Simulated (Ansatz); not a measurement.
Molecule: fluoro(trimethoxy)silane, C$_{3}$H$_{9}$FO$_{3}$Si, charge 0, multiplicity 1. 
Geometry from a B3LYP-D3(BJ)/def2-TZVP (Ansatz, a program for electronic structure) optimisation:
SMILES: O(C)[Si](OC)(OC)F
```xyz
17

Si    -0.0419    -0.0184     0.3159
F     -0.7023     0.4890     1.6745
O     -0.5309     0.9593    -0.8879
C     -0.4303     2.3781    -0.8778
O      1.5531     0.0137     0.5859
C      2.5334    -0.4779    -0.3197
O     -0.5042    -1.5238    -0.0482
C     -1.7821    -1.9154    -0.5356
H      0.6087     2.6975    -0.7624
H     -1.0244     2.8057    -0.0669
H     -0.8101     2.7475    -1.8296
H      2.4728     0.0354    -1.2832
H      2.4091    -1.5508    -0.4805
H      3.5133    -0.2931     0.1182
H     -1.7081    -2.9485    -0.8727
H     -2.5316    -1.8543     0.2568
H     -2.0914    -1.2855    -1.3721
```
Charge 0, spin multiplicity 1.

Quantity: vertical ionisation energy (to the doublet state of charge +1; each state is the SCF solution reached for its spin; for the doublet the Hartree-Fock reference is unstable and T1 is 0.023), in eV. Valence correlation only, unless marked. UHF or UKS for open shells. Spin-orbit coupling is left out. No relativistic terms. 

```csv
level,program,vertical ionisation energy (eV)
HF/aug-cc-pV(T+d)Z,Ansatz,9.94
B3LYP/def2-TZVPD,Ansatz,10.25
PBE0/def2-TZVPD,Ansatz,10.31
wB97X-V/def2-TZVPD,Ansatz,10.80
B2PLYP/def2-TZVPD,Ansatz,10.61
RI-MP2/aug-cc-pV(T+d)Z,Ansatz,11.59
```
